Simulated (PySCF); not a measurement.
# Correlation energy of S(2+) (sulfur, charge +2)

[Ne] 3s2 3p2, high-spin 3P determinant. Computed with PySCF 2.14 in x2c-QZVPPall (9s6p4d2f1g, 70 functions), with scalar relativity by spin-free X2C-1e. Frozen: [Ne]; 4 electrons correlated.

```tsv
level	correlation energy (mhartree)
CCSD	-92.89
(T)	-2.51
CCSD(T)	-95.40
```

Diagnostics: T1 = 0.0088, D1 = 0.0220, largest double amplitude 0.103.

Cost of the coupled-cluster step: about 8 core-seconds, for 4 correlated electrons.
